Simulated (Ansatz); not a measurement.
Molecule: GeI (charge 0, doublet). SMILES: [Ge][I]
Structure (B3LYP-D3(BJ)/def2-TZVP (Ansatz, a first-principles code) minimum search):
```
Ge
I 1 2.5553
```
Charge 0, spin multiplicity 2.

Wanted: atomisation energy (electronic, to ground-state atoms), in kcal/mol. Cores are frozen in the correlated levels unless marked. UHF or UKS for open shells. No spin-orbit coupling. Frozen are the shells of the preceding noble gas and the d and f shells that filled before the atom's block. In def2 rows, elements after Kr have scalar-relativistic effective core potentials. STO-3G rows are all-electron and non-relativistic. The coupled-cluster limit lacks core correlation, which all-electron functionals hold. Basis-set limits of correlation are two-point, X^-3; Hartree-Fock from the larger set.

```csv
level,program,atomisation energy (kcal/mol),minus last row
PBE/def2-TZVPD,Ansatz,77.8,6.3
revPBE/def2-TZVPD,Ansatz,73.1,1.6
BHLYP/def2-TZVPD,Ansatz,67.1,-4.4
HSE06-D4/def2-TZVPD,Ansatz + dftd4,74.9,3.4
MP2/STO-3G,Ansatz,79.9,8.4
"MP2/CBS(def2-TZVPP,def2-QZVPP)",Ansatz,72.8,1.3
"CCSD(T)/CBS(def2-TZVPPD,def2-QZVPPD)",Ansatz,71.5,0.0
```
